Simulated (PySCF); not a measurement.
CH5ClO2Sn. Atoms are numbered in the order given.

```xyz
10

C      2.1778    -0.1650    -0.4803
Sn     0.0909     0.0737    -0.2202
O     -0.9964    -0.9810    -1.4888
O     -0.3518     1.9817    -0.4290
Cl    -0.6713    -0.6329     1.8964
H      2.3511    -0.7690    -1.3806
H      2.6304     0.8286    -0.5935
H      2.5893    -0.6728     0.4012
H     -1.6849    -1.4765    -1.0283
H     -1.3013     2.1494    -0.4038
```

Geometry: PBE0-D3(BJ)/def2-SVP. The structure was generated by enumeration; whether it is a known compound was not checked. The def2 effective core potentials stand for the cores of Sn; spin–orbit coupling is left out. Other conformers were not sampled.

Calculation: PBE/def2-TZVP (PySCF).

Task: Estimate the frontier levels, gap, dipole moment and polarisability. (Estimate from the structure and the level; the computed values follow.)

Result: 
- highest occupied level = -7.08 eV
- lowest empty level = -2.27 eV
- orbital gap = 4.81 eV
- dipole moment = 1.15 D
- quadrupole, principal values (traceless, Buckingham form, about the centre of nuclear charge) = -9.70, -2.80, 12.50 D·Å
- mean static polarisability = 71.0 bohr³ (10.52 Å³)
- polarisability, principal values = 63.7, 69.3, 79.8 bohr³
